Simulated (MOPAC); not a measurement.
A run for MOPAC: AM1 on GeH3NS (SMILES [NH2][Ge][SH]), a point of a torsion scan.

```
AM1 1SCF PRECISE CHARGE=0 THREADS=1
GeH3NS

N     -1.14073458 1     0.06501347 1     0.19982312 1
Ge     0.18250089 1    -0.94739647 1     0.89164400 1
S      1.82971060 1     0.52039217 1     0.39353668 1
H     -1.04518807 1     0.96996301 1    -0.23728262 1
H     -2.11011145 1    -0.21244916 1     0.20081820 1
H      2.80114271 1    -0.22494874 1     0.90252545 1
```

Program output:

```
*******************************************************************************
 **                                                                           **
 **                              MOPAC v23.2.5                                **
 **                                                                           **
 *******************************************************************************
 ** MOPAC's Digital Object Identifier: https://doi.org/10.5281/zenodo.6511958 **
 **                                                                           **
 ** Please cite the open-source release paper for use of this MOPAC version:  **
 ** J. E. Moussa and J. J. P. Stewart (2026)                                  **
 ** MOPAC: An open-source semiempirical molecular orbital program             **
 ** J. Open Source Softw., 11(119), 8025, https://doi.org/10.21105/joss.08025 **
 *******************************************************************************

                              AM1 CALCULATION RESULTS

 *******************************************************************************
 *  AM1        - The AM1 Hamiltonian to be used
 *
 *
 *
 *                 CHARGE ON SYSTEM = 0
 *
 *
 *
 *  PRECISE    - TIGHTER CRITERIA TO BE USED
 *  1SCF       - DO 1 SCF AND THEN STOP
 *  THREADS=1  - MULTI-THREADING NOT USED
 *  T=         - A TIME OF 172800.0 SECONDS REQUESTED
 *  DUMP=N     - RESTART FILE WRITTEN EVERY 7200.0 SECONDS REQUESTED
 *******************************************************************************
AM1 1SCF PRECISE CHARGE=0 THREADS=1
 GeH3NS

   ATOM   CHEMICAL          X               Y               Z
  NUMBER   SYMBOL      (ANGSTROMS)     (ANGSTROMS)     (ANGSTROMS)

     1       N         -1.14073458  *   0.06501347  *   0.19982312  *
     2      Ge          0.18250089  *  -0.94739647  *   0.89164400  *
     3       S          1.82971060  *   0.52039217  *   0.39353668  *
     4       H         -1.04518807  *   0.96996301  *  -0.23728262  *
     5       H         -2.11011145  *  -0.21244916  *   0.20081820  *
     6       H          2.80114271  *  -0.22494874  *   0.90252545  *



          CARTESIAN COORDINATES

    NO.       ATOM           X           Y           Z

     1         N         -1.1407      0.0650      0.1998
     2        Ge          0.1825     -0.9474      0.8916
     3         S          1.8297      0.5204      0.3935
     4         H         -1.0452      0.9700     -0.2373
     5         H         -2.1101     -0.2124      0.2008
     6         H          2.8011     -0.2249      0.9025

  H: (AM1): M.J.S. DEWAR ET AL, J. AM. CHEM. SOC. 107 3902-3909 (1985)
  N: (AM1): M.J.S. DEWAR ET AL, J. AM. CHEM. SOC. 107 3902-3909 (1985)
  S: (AM1): M.J.S. DEWAR, Y-C YUAN, INORGANIC CHEMISTRY, 29, 3881:3890,  (1990)
 Ge: (AM1): M.J.S.Dewar and C.Jie, Organometallics, 8, 1544, (1989)

           Empirical Formula: H3 N Ge S  =     6 atoms



      MOLECULAR POINT GROUP   :   Cs


      RHF CALCULATION, NO. OF DOUBLY OCCUPIED LEVELS = 9


 -------------------------------------------------------------------------------
 AM1 1SCF PRECISE CHARGE=0 THREADS=1
 GeH3NS



     1SCF WAS SPECIFIED, SO BFGS WAS NOT USED
     SCF FIELD WAS ACHIEVED


                              AM1 CALCULATION
                                                       MOPAC v23.2.5 Linux




          FINAL HEAT OF FORMATION =         18.89975 KCAL/MOL =      79.07657 KJ/MOL


          COSMO AREA              =        112.28 SQUARE ANGSTROMS
          COSMO VOLUME            =        102.24 CUBIC ANGSTROMS

          IONIZATION POTENTIAL    =          8.557337 EV
          HOMO LUMO ENERGIES (EV) =         -8.557 -1.011
          NO. OF FILLED LEVELS    =          9
          MOLECULAR WEIGHT        =        121.6804         POINT GROUP:  Cs

          MOLECULAR DIMENSIONS (Angstroms)

            Atom       Atom       Distance
            H     6    H     5     4.96115
            H     4   Ge     2     2.13401
            S     3    H     4     0.00021


          SCF CALCULATIONS        =          1





   ATOM   CHEMICAL          X               Y               Z
  NUMBER   SYMBOL      (ANGSTROMS)     (ANGSTROMS)     (ANGSTROMS)

     1       N         -1.14073458  *   0.06501347  *   0.19982312  *
     2      Ge          0.18250089  *  -0.94739647  *   0.89164400  *
     3       S          1.82971060  *   0.52039217  *   0.39353668  *
     4       H         -1.04518807  *   0.96996301  *  -0.23728262  *
     5       H         -2.11011145  *  -0.21244916  *   0.20081820  *
     6       H          2.80114271  *  -0.22494874  *   0.90252545  *

                             CARTESIAN COORDINATES

   1    N       -1.140734580     0.065013470     0.199823120
   2   Ge        0.182500890    -0.947396470     0.891644000
   3    S        1.829710600     0.520392170     0.393536680
   4    H       -1.045188070     0.969963010    -0.237282620
   5    H       -2.110111450    -0.212449160     0.200818200
   6    H        2.801142710    -0.224948740     0.902525450


           Empirical Formula: H3 N Ge S  =     6 atoms



      MOLECULAR POINT GROUP   :   Cs


                  EIGENVALUES
 -32.19041 -18.82366 -16.66108 -15.28486 -13.40138 -11.49442 -10.94652  -9.59839
  -8.55734  -1.01080  -0.52736   1.16689   2.06090   4.96154   5.73221


              NET ATOMIC CHARGES AND DIPOLE CONTRIBUTIONS

  ATOM NO.   TYPE          CHARGE      No. of ELECS.   s-Pop       p-Pop
    1          N          -0.674912        5.6749     1.54640     4.12851
    2         Ge           0.738552        3.2614     1.53153     1.72992
    3          S          -0.555612        6.5556     1.92614     4.62947
    4          H           0.199184        0.8008     0.80082
    5          H           0.179270        0.8207     0.82073
    6          H           0.113518        0.8865     0.88648
 DIPOLE           X         Y         Z       TOTAL
 POINT-CHG.    -1.827    -4.338     1.903     5.077
 HYBRID        -0.189     3.284    -1.663     3.686
 SUM           -2.016    -1.054     0.240     2.287


          ATOMIC ORBITAL ELECTRON POPULATIONS

     Atom    s        px        py        pz
    1  N   1.54640   1.19112   1.28152   1.65587
    2 Ge   1.53153   0.48023   0.83086   0.41883
    3  S   1.92614   1.33949   1.48859   1.80140
    4  H   0.80082
    5  H   0.82073
    6  H   0.88648

 **********************
 *                    *
 * JOB ENDED NORMALLY *
 *                    *
 **********************




 == MOPAC DONE ==
```

The run finished.

Cost: roughly 0.03 core-seconds.
